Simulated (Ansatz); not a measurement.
Hg3Se4. Total charge 0; triplet. Geometry PBE-D4/def2-SVP, that of the neutral singlet; atoms count from 1.

```xyz
7

Hg   -0.071   -2.165   -0.562
Hg    1.517    0.068    1.327
Hg   -1.490    0.799   -1.100
Se    2.181   -2.236    0.556
Se    0.315    2.238    1.785
Se   -0.147    2.839   -0.469
Se   -2.304   -1.544   -1.538
```

In the def2 sets Hg takes a core potential; there is no spin–orbit coupling. At PBE0-D4/def2-SVP a singlet of charge 0 lies 2.40 eV below the triplet at the same geometry. The structure comes from a short search, and lower isomers may exist.

(1) Estimate the Mulliken populations from the PBE0/def2-SVP orbitals of Ansatz.

(2) Where does the spin sit?

(3) And the Mayer bond orders between bonded heavy atoms (over 0.3)?

Answers

(1) 
```
atom  charge (e)  spin (α − β)  d electrons
 Hg1        0.37          0.01         9.95
 Hg2        0.34          0.09         9.95
 Hg3        0.35          0.09         9.95
 Se4       -0.37          0.02            –
 Se5       -0.16          0.89            –
 Se6       -0.16          0.89            –
 Se7       -0.37          0.02            –
```
Mulliken values and Mayer orders depend strongly on the basis.

(2) Summed by element: Hg 0.19, Se 1.81, of 2 unpaired in all. Largest on single atoms: Se5 0.89, Se6 0.89, Hg2 0.09.

(3) Hg1–Se4 0.84 (2.51 Å); Hg1–Se7 0.84 (2.51 Å); Hg2–Se4 0.84 (2.52 Å); Hg2–Se5 0.77 (2.52 Å); Hg3–Se6 0.77 (2.52 Å); Hg3–Se7 0.84 (2.52 Å); Se5–Se6 0.91 (2.38 Å).
